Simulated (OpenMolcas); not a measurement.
Pr3+ among 8 point charges of -1.5 e arranged as a cube (Oh), 3.29 Å from the ion.

| Item | Value |
| --- | --- |
| Program | OpenMolcas 26.06 |
| Method | SS-CASPT2, IPEA 0.25 Eh, imaginary shift 0.1 Eh (closed shells correlated: 5s 5p) |
| Basis | ANO-RCC-VTZP [8s7p5d3f2g1h] |
| Scalar Hamiltonian | DKH2, point nucleus |
| Active space | 2 electrons in 7 orbitals (4f) |
| State averaging | 2S+1 = 3 even, 21 roots; 2S+1 = 1 even, 27 roots kept (CI in the orbitals of an earlier block) |
| Spin-orbit coupling | RASSI with atomic mean-field integrals over the reference wave functions |

Problem. What is the spin-free ground state (labels of O, the rotations of Oh)?

Solution. 3T1, 3-fold in its orbital part, 100 % from free-ion H terms; it has the highest spin that f2 allows.

Problem. Where is the first state of the same spin?

Solution. 3E at 76.4 cm-1 above the ground state.

Problem. What are the lowest two levels with spin-orbit coupling?

Solution. A 3-fold level T2, then a 2-fold level E 45 cm-1 above it. Their leading multiplicities are 3 (97 %) and 3 (97 %).

Problem. What is χT at 300 K, and how does it compare with the textbook value?

Solution. Hund's rules give f2 the level 3H4 with g = 0.800, so an isolated free-ion multiplet has χT = g² J(J+1) / 8 = 1.600 cm3 K/mol. The computed 1.646 at 300 K differs by +3 %, through the field's splitting, the mixing of terms and any other multiplet in reach.

Roots that are degenerate in the reference are averaged as groups; the widest CASPT2 spread within a group is 280 cm-1 (the 3-fold group of multiplicity 1 near 5980 cm-1 above the lowest state of its run). Shifts and gaps below about the spread of the groups concerned are not significant. Point charges carry no covalency, so the field is a model and not that of real ligands. The first state left out of the spin-orbit step lies near 62000 cm-1 above the lowest spin-free state of the reference (among the parities and spins computed), and the lists stop at four fifths of that energy or lower. No measured value stands beside these numbers.
